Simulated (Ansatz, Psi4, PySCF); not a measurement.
C6H10O, triplet, geometry from GFN2-xTB (a higher spin typed on purpose: for a closed-shell molecule this is an excited state). Base run: PySCF with BHANDHLYP/STO-3G.

Input for PySCF:
```python
from pyscf import gto, scf, dft

mol = gto.M(
    atom='''
O     2.361061    0.442776    0.257237
C     1.133650    0.200471   -0.013313
C     0.090772    1.313336    0.228394
C    -1.178194    1.010030   -0.543631
C    -1.775434   -0.325724   -0.111878
C    -0.744311   -1.429198   -0.327460
C     0.527792   -1.143530    0.446128
H    -0.125914    1.400453    1.302065
H     0.556247    2.238312   -0.112868
H    -1.899570    1.811011   -0.360356
H    -0.961869    0.987391   -1.613404
H    -2.678566   -0.537282   -0.686344
H    -2.048204   -0.280587    0.944926
H    -1.153204   -2.384947    0.011502
H    -0.516456   -1.516653   -1.391488
H     1.291843   -1.897105    0.253624
H     0.321548   -1.115112    1.525001
''',
    basis='sto-3g',
    charge=0,
    spin=2,
    verbose=3,
)

mf = dft.UKS(mol)
mf.xc = 'bhandhlyp'
mf.kernel()
```

The same geometry, method and basis name were run in Ansatz (a quantum-chemistry and plane-wave program) and Psi4 and PySCF, at each program's defaults and at the settings that a row names. The base is PySCF at its defaults. Differences at the defaults can come from grids, fitting, cores and function types together.

| code and settings | ΔE vs base (µEh) | basis functions | E (Eh) | SCF cycles | dipole (D) |
|---|---|---|---|---|---|
| PySCF, defaults (exact integrals, its default grid, spherical functions) | 0.0 | 45 | -305.77882 | 12 | 1.08 |
| Psi4, defaults (density fitting with its default set, its default grid, spherical functions) | -1528 | 45 | -305.78035 | 10 | 1.08 |
| Ansatz, defaults (factorised integrals, its default grid, spherical functions) | 15.4 | 45 | -305.77880 | - | - |
| PySCF, density fitting with def2-universal-jkfit | -1533 | 45 | -305.78035 | 12 | 1.08 |
| PySCF, fine grid | -5.0 | 45 | -305.77882 | 12 | 1.08 |
| Psi4, exact integrals, spherical functions, fine grid | -4.6 | 45 | -305.77882 | 14 | 1.08 |
| Ansatz, high accuracy | -4.6 | 45 | -305.77882 | - | - |

Open shells are given as the SCF converged; they aren't shown to be the lowest states, and a large step between rows can be another state.
